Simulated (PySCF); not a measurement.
SnBr₂, SMILES [Sn]([Br])[Br] (connectivity only; charge and spin as stated), neutral, multiplicity 1. Atoms are numbered in the order given.

```xyz
3

Sn     0.0000     0.0000     0.9555
Br     0.0000    -1.8977    -0.6825
Br     0.0000     1.8977    -0.6825
```

Coordinates come from a ωB97X-D3(BJ)/def2-SVP optimisation. The isomer is the one that the SMILES or the coordinates give; other isomers of the formula were not compared. The def2 effective core potentials stand for the cores of Sn; spin–orbit coupling is left out.

All values below come from PySCF with B3LYP/def2-TZVPD.

Mulliken values depend strongly on the basis, most of all with diffuse functions as here. ESP charges are fitted to the potential on shells at 1.4 to 2.0 van der Waals radii. Atomic charges (e):

| atom | ESP fit | Mulliken |
|---|---|---|
| Sn1 | 0.41 | 0.70 |
| Br2 | -0.20 | -0.35 |
| Br3 | -0.20 | -0.35 |
